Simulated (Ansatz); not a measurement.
Ideal-gas functions of AlH₄NS₂ (`[NH2][Al]([SH])[SH]`) at 500 K and 1 bar, from an Ansatz frequency run at PBE0-D4/def2-TZVP.

Molar mass 109.15 g/mol, point group Cs (symmetry number 1), electronic degeneracy 1, moments of inertia 120.658, 236.673, 357.329 u Å². Harmonic wavenumbers (cm⁻¹, unscaled): 49, 126, 167, 206, 223, 315, 356, 402, 533, 598, 656, 719, 854, 1566, 2708, 2712, 3615, 3706.

Use S(trans) = R[1.5 ln M + 2.5 ln T − 1.1517]; rotational temperatures θ = 24.2544 K / I; S(rot) = R[ln(√π/σ · √(T³/θAθBθC)) + 1.5]; for each mode x = 1.438777 ν̃/T, S = R[x/(eˣ − 1) − ln(1 − e⁻ˣ)] and H = RT x/(eˣ − 1); 1 cm⁻¹ = 0.0119627 kJ/mol; R = 8.31446 J/(mol·K).

Problem. By hand: the entropy, in J/(mol·K).

Solution. Translation 178.1. Rotation: θ = 0.201, 0.1025, 0.0679 K, giving 122.1. Vibration, mode by mode: 24.61, 16.80, 14.49, 12.78, 12.14, 9.41, 8.47, 7.55, 5.53, 4.76, 4.17, 3.61, 2.66, 0.51, 0.03, 0.03, 0.00, 0.00, in all 127.5. Electronic 0.0. Sum 427.7 J/(mol·K).

Problem. By hand: H − E and G − E in kJ/mol, counted from the electronic energy.

Solution. Zero-point energy ½ × 19511 × 0.0119627 = 116.7; thermal vibration 30.9; translation, rotation and pV give 4 RT = 16.6. H − E = 164.2 kJ/mol, and G − E = 164.2 − 500 × 427.7/1000 = -49.7 kJ/mol.

Vibration gives 30 % of the entropy, 41.4 J/(mol·K) of it from the modes under 150 cm⁻¹: soft modes count most, and the harmonic formula is weakest for them. The sum counts one conformer and one mirror image; others add a mixing term.
